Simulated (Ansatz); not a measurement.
GaGe₉H₁₈⁻, a doped cluster cut from the lattice of germanium (Ga on a surface site), relaxed as a singlet with RKS PBE-D4/def2-SVP in Ansatz, starting from a model built from a lattice or polyhedron. Force threshold 0.03 eV/Å.

Single mean-field runs in def2-SVP are fitted with def2-universal-jkfit.

Start:

```csv
atom,x (Å),y (Å),z (Å)
Ge1,-1.5180,2.1791,1.5728
Ge2,-1.2048,-1.0717,3.8833
Ge3,-0.4112,2.0477,-2.2626
Ge4,1.0001,-1.3600,-3.8303
Ga5,-0.0848,-1.2182,0.0272
Ge6,0.0914,1.2134,-0.0241
Ge7,0.4051,-2.0350,2.2794
Ge8,-1.0334,1.3645,3.8359
Ge9,1.5313,-2.1486,-1.5549
Ge10,1.1896,1.0844,-3.8559
H11,-1.3835,3.6878,1.5150
H12,-2.9379,1.7619,1.1604
H13,-0.8739,-1.5715,5.2515
H14,-2.5890,-1.4848,3.4626
H15,-0.2785,3.5668,-2.3023
H16,-1.8103,1.6312,-2.6614
H17,1.9836,-1.9694,-4.8118
H18,-0.4026,-1.7729,-4.1972
H19,-1.5277,-1.6241,-0.3993
H20,1.5177,1.6357,0.3618
H21,1.8198,-1.6487,2.6673
H22,0.2925,-3.5558,2.3116
H23,0.4109,1.7462,4.2244
H24,-2.0104,1.9461,4.8197
H25,2.9064,-1.7744,-1.1663
H26,1.4035,-3.7195,-1.5566
H27,2.6001,1.4992,-3.4775
H28,0.9138,1.5906,-5.2726
```

**Question.** Estimate the energy that the relaxation releases and the steps that it takes.

**Answer.** 70.5 kJ/mol, in 6 steps; 22 s on 2 threads of AMD EPYC 7R13 on a shared host and a share (18 GiB) of an NVIDIA H100 80GB HBM3. No frequencies were taken in this run, so the end may be a saddle point.

**Question.** Does the start keep its bonding?

**Answer.** By distances, no bond broke or formed. The bond that changes most is Ge9–H25, from 1.48 to 1.57 Å (atoms count from 1).

**Question.** Predict the relaxed structure.

**Answer.** 
```xyz
28

Ge   -1.4573    2.1949    1.5505
Ge   -1.1543   -1.0645    3.9398
Ge   -0.3696    2.0550   -2.2325
Ge    1.0894   -1.3528   -3.8700
Ga   -0.2034   -1.4246   -0.0056
Ge    0.0405    1.0540   -0.0271
Ge    0.3655   -2.1011    2.3095
Ge   -1.0489    1.3812    3.8283
Ge    1.4938   -2.2437   -1.6150
Ge    1.1676    1.0965   -3.8865
H    -1.3616    3.7599    1.5541
H    -2.9492    1.8711    1.2147
H    -0.9196   -1.4877    5.4325
H    -2.6425   -1.4480    3.6431
H    -0.2554    3.6179   -2.2905
H    -1.8193    1.7270   -2.7174
H     2.0716   -1.8724   -4.9777
H    -0.3365   -1.7457   -4.3821
H    -1.6871   -1.8394   -0.4160
H     1.4574    1.6093    0.3597
H     1.7820   -1.6589    2.8193
H     0.3091   -3.6322    2.6670
H     0.3755    1.8475    4.2734
H    -2.0370    2.0370    4.8540
H     2.9729   -1.8057   -1.3243
H     1.6088   -3.7958   -1.8413
H     2.6204    1.5587   -3.5386
H     0.8873    1.6622   -5.3213
```
Bond lengths: 8 × Ge–Ge 2.45 to 2.46 Å; 3 × Ga–Ge 2.48 to 2.49 Å; 17 × Ge–H 1.56 to 1.57 Å; 1 × Ga–H 1.59 Å.
